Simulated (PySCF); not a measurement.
Species: H6O2Si2.
Numbering: `[OH:1][SiH2:2][O:3][SiH3:4]` (hydrogens: H5 on O1; H6, H7 on Si2; H8, H9, H10 on Si4)

Torsions of this conformer, `[OH:1][SiH2:2][O:3][SiH3:4]`: O1–Si2–O3–Si4 -179°, H–O1–Si2–O3 64°.

The closed-shell ground state was solved at several levels (PySCF, density fitting, gas phase, non-relativistic). Geometry: PBE0-D3(BJ)/def2-SVP, one conformer, isolated molecule.

```json
{"level": "PBE0/6-311+G(2d,p)", "basis functions": "160", "HOMO (eV)": "-8.60", "LUMO (eV)": "-0.23", "gap (eV)": "8.37", "dipole (D)": "1.31"}
{"level": "PBE0/cc-pVTZ", "basis functions": "212", "HOMO (eV)": "-8.55", "LUMO (eV)": "0.23", "gap (eV)": "8.78", "dipole (D)": "1.20"}
{"level": "PBE0/pcSseg-0", "basis functions": "56", "HOMO (eV)": "-8.39", "LUMO (eV)": "0.60", "gap (eV)": "8.99", "dipole (D)": "1.84"}
{"level": "PBE0/aug-cc-pVDZ", "basis functions": "154", "HOMO (eV)": "-8.52", "LUMO (eV)": "-0.34", "gap (eV)": "8.18", "dipole (D)": "1.21"}
{"level": "PBE0/IGLO-III", "basis functions": "218", "HOMO (eV)": "-8.58", "LUMO (eV)": "0.19", "gap (eV)": "8.77", "dipole (D)": "1.22"}
{"level": "PBE0/def2-SVP", "basis functions": "94", "HOMO (eV)": "-8.46", "LUMO (eV)": "0.65", "gap (eV)": "9.11", "dipole (D)": "1.33"}
{"level": "PBE0/def2-TZVP", "basis functions": "172", "HOMO (eV)": "-8.59", "LUMO (eV)": "0.08", "gap (eV)": "8.67", "dipole (D)": "1.27"}
```

Question: What might CAM-B3LYP/def2-SVPD (142 basis functions) give for the same quantities?

Answer: HOMO -10.00 eV, LUMO 0.74 eV, gap 10.74 eV, dipole 1.31 D.

Question: Over all these levels, which gives the widest orbital gap and which the narrowest?

Answer: CAM-B3LYP/def2-SVPD (range-separated hybrid) has the widest, 10.74 eV, and PBE0/aug-cc-pVDZ (global hybrid, 25 % exact exchange) the narrowest, 8.18 eV. Functional and basis both differ between the two, so the spread mixes both effects.

Question: How much does the basis alone move the frontier levels among the 7 PBE0 rows?

Answer: The HOMO by 0.21 eV and the LUMO by 0.99 eV. By rising basis size (HOMO, LUMO in eV): pcSseg-0 -8.39, 0.60; def2-SVP -8.46, 0.65; aug-cc-pVDZ -8.52, -0.34; 6-311+G(2d,p) -8.60, -0.23; def2-TZVP -8.59, 0.08; cc-pVTZ -8.55, 0.23; IGLO-III -8.58, 0.19.

Question: How far do the dipole and the HOMO energy spread over the levels?

Answer: The dipole runs from 1.20 to 1.84 D (mean 1.34 D) and the HOMO from -10.00 to -8.39 eV.
